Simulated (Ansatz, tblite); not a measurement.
Spin states of the cluster B₅P₅, each relaxed with r2SCAN-D4/def2-SVP in Ansatz. Electronic energies in the gas phase.

The xTB rows come from tblite. B3LYP takes the VWN-RPA correlation. Correlated methods freeze 30 core orbitals. The rows differ in basis, and correlated rows in double-zeta sets carry the largest basis error. Another isomer (singlet) lies 0.47 eV lower at PBE0-D4/def2-TZVP.

Singlet geometry:

Cartesian coordinates in Å:
```
B -1.3773 -0.8992 0.0952
B 1.0285 1.0495 -0.0980
B -0.7746 1.2730 -1.0183
B 1.5912 -0.4009 0.3749
B 0.2516 -1.4472 0.9252
P 2.0568 -2.0110 0.8742
P -1.3755 -1.8835 1.6052
P -0.1107 2.4256 0.3743
P 0.7773 1.9239 -1.8028
P -2.0673 -0.0302 -1.3299
```

Triplet geometry:

```csv
atom,x (Å),y (Å),z (Å)
B1,0.566,-0.837,0.171
B2,-0.910,1.035,-0.199
B3,-1.015,-0.399,-1.578
B4,0.325,0.856,0.822
B5,1.456,-0.247,1.597
P6,1.624,1.514,2.009
P7,1.107,-2.044,1.557
P8,-2.570,0.307,-0.790
P9,-0.932,1.459,-2.039
P10,0.350,-1.644,-1.552
```

Quintet geometry:

```xyz
10

B    -0.145   -1.799   -0.333
B     0.065    1.409    0.002
B    -0.284    0.858   -1.571
B     0.296    0.469    1.309
B     0.224   -1.395    1.378
P     0.581   -0.316    2.862
P     0.024   -3.157    0.817
P    -1.237    2.485   -1.037
P     0.910    2.407   -1.487
P    -0.435   -0.961   -1.940
```

⟨S²⟩: triplet 2.04 at PBE0-D4/def2-TZVP (pure 2.00), quintet 6.03 at PBE0-D4/def2-TZVP (pure 6.00).

Run but left out: HF/STO-3G (singlet: restricted singlet, unstable in another Hartree–Fock run and untested here); HF/def2-SVP, HF/def2-TZVP (singlet: restricted singlet, unstable towards broken spin symmetry); MP2/def2-SVP, MP2/def2-TZVP (triplet: ⟨S²⟩ 2.20 to 2.23, where a pure state has 2.00).

Only these spin states were relaxed. The triplet has other bonds than the singlet, so the gap mixes isomer and spin. The quintet has other bonds than the singlet, so the gap mixes isomer and spin.

| level | triplet − singlet (kJ/mol) | quintet − singlet (kJ/mol) | lowest of these | remarks |
| --- | --- | --- | --- | --- |
| GFN1-xTB | 64.5 | 188.9 | singlet | – |
| GFN2-xTB | 83.0 | 194.9 | singlet | – |
| PBE-D4/def2-TZVP | 17.2 | 176.3 | singlet | – |
| r2SCAN-D4/def2-TZVP | 9.5 | 158.0 | singlet | restricted SCF unstable in HF (singlet) |
| B97M-V/def2-TZVP | 10.8 | 182.8 | singlet | restricted SCF unstable in HF (singlet) |
| B3LYP-D4/def2-TZVP | 25.4 | 184.1 | singlet | restricted SCF unstable in HF (singlet) |
| PBE0-D4/def2-TZVP | -2.4 | 167.9 | triplet | restricted SCF unstable in HF (singlet) |
| CCSD/def2-SVP | 6.4 | 186.1 | singlet | large T1 (0.023) (singlet), restricted SCF unstable (singlet), spin-contaminated (⟨S²⟩ 2.20) (triplet), spin-contaminated (⟨S²⟩ 6.13) (quintet) |
| CCSD(T)/def2-SVP | 30.2 | 208.2 | singlet | large T1 (0.023) (singlet), restricted SCF unstable (singlet), spin-contaminated (⟨S²⟩ 2.20) (triplet), spin-contaminated (⟨S²⟩ 6.13) (quintet) |

Change of the quintet − singlet gap on mixing in exact exchange, in kJ/mol: PBE to PBE0 (25 % exact exchange) -8.4.

The xTB methods have no spin-polarisation term.
